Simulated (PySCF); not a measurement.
Species: C6H7O3 (doublet state).
Geometry (GFN2-xTB, Å), atoms numbered from 1 in this order:
```
atom  x, y, z in Å
C1    -2.5514    1.8074   -0.1322
C2    -1.5840    1.0912   -0.0701
C3    -0.4937    0.2093    0.0131
C4     0.7690    0.6856   -0.1802
O5     1.8428   -0.1182   -0.1232
C6     3.0857    0.3784   -0.1177
O7     4.0838   -0.5109   -0.3763
O8    -0.6796   -1.1285    0.2722
C9    -2.0061   -1.5526    0.4514
H10   -3.3705    2.4591   -0.1923
H11    0.9290    1.7377   -0.3725
H12    3.2820    1.3918   -0.4313
H13    3.7280   -1.4007   -0.2560
H14   -1.9534   -2.6230    0.6440
H15   -2.6123   -1.3693   -0.4425
H16   -2.4771   -1.0484    1.3019
```

The hyperfine couplings belong to this conformer and change with its torsions.

The species is `[CH](O)O/C=C(\OC)C#C` [radical].

Computed with UKS B3LYP, pcH-1 on C H O, non-relativistic, mean-field spin-orbit, GIAO (PySCF 2.14.0). The structure is a single GFN2-xTB conformer in the gas phase; no vibrational or solvent corrections. Couplings are sensitive to structure, and on GFN2-xTB geometries they can be far from those on DFT ones. Stability of the SCF solution: not tested.

(1) Give the principal g shifts and their parts.

(2) What are the electron Larmor frequencies g μB B/h along the three axes at 3350 mT?

(3) What effective moment and Curie constant follow for a powder?

(4) In a frozen sample, at which fields do the three g values resonate at 9.5, 34, 94 and 263 GHz (hyperfine left aside), and which band first spreads them over more than twice a line width of 0.5 mT?

Answers

(1) 
| Δg (ppm) | 1 | 2 | 3 |
| --- | --- | --- | --- |
| relativistic mass correction | -222 | -222 | -222 |
| gauge correction | -6 | 35 | 37 |
| orbital Zeeman/spin–orbit | -65 | 1252 | 1612 |
| total | -293 | 1065 | 1427 |

So g = 2.00203, 2.00338, 2.00375 and g_iso = 2.00305; the tensor is rhombic: the two nearest values differ by 21 % of g3 − g1. Axes: g2 points within 12° of the C6–O7 bond and g3 points within 10° of the O7–H13 bond.

(2) 93.8699, 93.9335, 93.9505 GHz for g1, g2 and g3, a range of 80.6 MHz.

(3) With the mean of g² = 4.0122 and S(S+1) = 0.75: μ_eff = √(⟨g²⟩S(S+1)) = 1.735 μB and χT = 0.12505·⟨g²⟩·S(S+1) = 0.376 cm³ K/mol (cgs; spin-Hamiltonian part alone).

(4) 
```
band    GHz  B(g3) mT  B(g2) mT  B(g1) mT  spread mT
   X    9.5    338.74    338.80    339.03       0.29
   Q   34.0   1212.34   1212.56   1213.38       1.04
   W   94.0   3351.77   3352.37   3354.64       2.88
   J  263.0   9377.81   9379.51   9385.87       8.06
```

The spread grows in proportion to the frequency. Q band is the first where it exceeds 1.0 mT.

Largest spin populations (Mulliken): C6 (+0.80), O7 (+0.11), C3 (+0.08) and C1 (+0.07). No atom but C6 exceeds +0.15. The angles at C6 add up to 352.2°, so it is slightly pyramidal.

The HOMO–LUMO gaps are 3.47 eV among the α and 4.81 eV among the β orbitals.

Time: 1.7 min (grids of density and orbitals included); peak memory 0.97 GiB. Hardware: one thread of an Arm Neoverse V2 (shared host).
